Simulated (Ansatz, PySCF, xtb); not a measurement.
Positional isomers: benzothiophene boryl+boryl. All species are isolated molecules in the gas phase. One relaxed conformer stands for each flexible species; it need not be the lowest. Strings in code marks are SMILES.

Quantity: electronic energy of isomers of C8H8B2S relative to `Bc1cc2cccc(B)c2s1`, in kcal/mol. The restricted reference of `Bc1cc2c(B)cccc2s1`, `Bc1cc2cccc(B)c2s1`, `Bc1ccc2c(B)csc2c1`, `Bc1ccc2cc(B)sc2c1`, `Bc1ccc2scc(B)c2c1` and `Bc1csc2c(B)cccc12` is unstable towards unrestricted orbitals.

Level 1: PBE-D3(BJ)/def2-TZVP // PBE0-D4/def2-SVP (PySCF)
Level 2: frozen-core MP2/cc-pVDZ // PBE0-D4/def2-SVP (Ansatz, an electronic-structure program)
Level 3: B3LYP/6-31G* // PBE0-D4/def2-SVP (PySCF)
Level 4: GFN2-xTB (xtb)

```json
[
 {"species": "`Bc1ccc2c(B)csc2c1`", "level 2": "1.14", "level 3": "1.06", "level 4": "0.66"},
 {"species": "`Bc1ccc2cc(B)sc2c1`", "level 2": "0.22", "level 3": "0.24", "level 4": "0.42"},
 {"species": "`Bc1csc2c(B)cccc12`", "level 2": "0.56", "level 3": "1.20", "level 4": "0.32"},
 {"species": "`Bc1cc2c(B)cccc2s1`", "level 2": "0.09", "level 3": "0.42", "level 4": "0.53"},
 {"species": "`Bc1ccc2scc(B)c2c1`", "level 2": "1.30", "level 3": "1.54", "level 4": "1.07"}
]
```

Problem. What does level 1 give for each, and how far do the other levels lie from it on average?

Solution. 
- `Bc1ccc2c(B)csc2c1`: 1.44
- `Bc1ccc2cc(B)sc2c1`: 0.63
- `Bc1csc2c(B)cccc12`: 1.10
- `Bc1cc2c(B)cccc2s1`: 0.55
- `Bc1ccc2scc(B)c2c1`: 1.97
Mean absolute difference from level 1, which has limits of its own, over these rows (drawn at random from the members that have all these levels): level 2 0.47 kcal/mol, level 3 0.29 kcal/mol, level 4 0.54 kcal/mol.
